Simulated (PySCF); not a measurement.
Calculated NMR parameters of C[Si](C)(C)c1cnncn1

```
Formula                               : C6H11N3Si
SMILES                                : C[Si](C)(C)c1cnncn1
Point group of the computed structure : Cs
Degrees of unsaturation               : 4
Carbon signals                        : 4
Proton signals                        : 3
```

Mapped SMILES: `[CH3:1][Si:2]([CH3:3])([CH3:4])[c:5]1[cH:6][n:7][n:8][cH:9][n:10]1`. Hydrogens are named by the atom that carries them.

Computed data (PySCF 2.14): σ from GIAO-PBE0/pcSseg-1, geometry: GFN2-xTB. Equivalent nuclei averaged, one conformer, isolated molecule, no relativistic terms.

Scale: ¹H (31.72 ppm) and ¹³C (186.93 ppm) and ²⁹Si (349.16 ppm) vs TMS; ¹⁵N (267.73 ppm) vs NH3 (reference shieldings calculated alike).

| carbon | δC, type | δH (multiplicity) | HMBC from (2–3 bonds) | span of the C tensor (ppm) |
| --- | --- | --- | --- | --- |
| C1/C3/C4 | -1.4, CH3 | 0.39 (s) | H(C1)/H(C3)/H(C4) | 8 |
| C5 | 173.7, C | – | H(C9), H(C6), H(C1)/H(C3)/H(C4) | 239 |
| C6 | 161.6, CH | 9.70 (s) | – | 269 |
| C9 | 163.1, CH | 9.99 (s) | – | 221 |

Other nuclei:
| atoms | nucleus | environment | δ (ppm) | σ (ppm) |
| --- | --- | --- | --- | --- |
| Si2 | ²⁹Si | silicon bonded to 4 C | -2.6 | 351.7 |
| N7 | ¹⁵N | pyridine-type ring nitrogen | 481.1 | -213.4 |
| N8 | ¹⁵N | pyridine-type ring nitrogen | 432.9 | -165.1 |
| N10 | ¹⁵N | pyridine-type ring nitrogen | 348.9 | -81.2 |

1. Carbon types of the structure: 1 × C, 2 × CH, 3 × CH3, which accounts for all hydrogens.
2. δC 173.7: substituted aromatic carbon next to a ring nitrogen.
3. δC 163.1: aromatic CH between two ring heteroatoms.
4. δC 161.6: aromatic CH next to a ring nitrogen; the adjacent pyridine-type nitrogen withdraws density from it.
5. δH 9.99: hydrogen on an aromatic CH between two ring heteroatoms; ring-current deshielding.
6. δH 9.70: hydrogen on an aromatic CH next to a ring nitrogen; ring current plus the neighbouring ring nitrogen.

Shifts are as computed. Against solution values, carbons near 30 ppm lie about +3 ppm off and those near 130 ppm about +5 ppm. Of 1211 compounds with measured shifts, 218 miss one by over three times the rms of a fit or turn the order of signals round; such compounds aren't used in these exercises. Experimental scales use liquid or dissolved standards, which lie at an offset from isolated NH3 (liquid NH3: subtract about 20 ppm). Unscaled 15N shifts of sp2 nitrogen come out 20 to 40 ppm too high even then. No couplings were computed; multiplicities are counted from neighbouring protons, with m where these are inequivalent, close in shift, in a saturated or five-membered ring or joined by F or P, and br s for small geminal =CH2 splittings.
